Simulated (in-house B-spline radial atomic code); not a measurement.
A fraction x of an electron is moved 4p → 4d in neutral gallium, starting from [Ar] 3d10 4s2 4p1 and keeping the highest spin. Level of theory: scalar-relativistic (X2C) BHandHLYP, spin-polarised, spherical fractional occupations, Fermi nucleus of rms radius 3.9973 fm; calculated with a radial B-spline atomic code at the basis-set limit.

Caution: exact exchange at fractional occupations of open shells leaves self-interaction of up to several eV.

| x | E(x) - E(0) (eV) | 4p up level (eV) | 4d up level (eV) |
| --- | --- | --- | --- |
| 0 | 0.0000 | -2.360 | - |
| 0.25 | 0.6957 | -3.286 | -0.096 |
| 0.375 | ? | ? | ? |
| 0.5 | 1.5730 | -3.954 | -0.173 |
| 0.625 | ? | ? | ? |
| 0.75 | 2.5645 | -4.380 | -0.261 |
| 0.875 | 3.0863 | -4.533 | -0.311 |
| 1 | 3.6186 | - | -0.365 |

(1) What belongs in the row x = 0.375?

(2) What belongs in the row x = 0.625?

(3) Check Janak's theorem between x = 0.75 and 0.875.

## Answers

(1) An energy change of 1.1158 eV; 4p up at -3.654 eV, 4d up at -0.133 eV.

(2) An energy change of 2.0582 eV; 4p up at -4.189 eV, 4d up at -0.214 eV.

(3) The slope of the energy is 4.17 eV; the orbital levels give 4.17 eV (ε of the receiving orbital less ε of the emptying one, averaged over the two points).
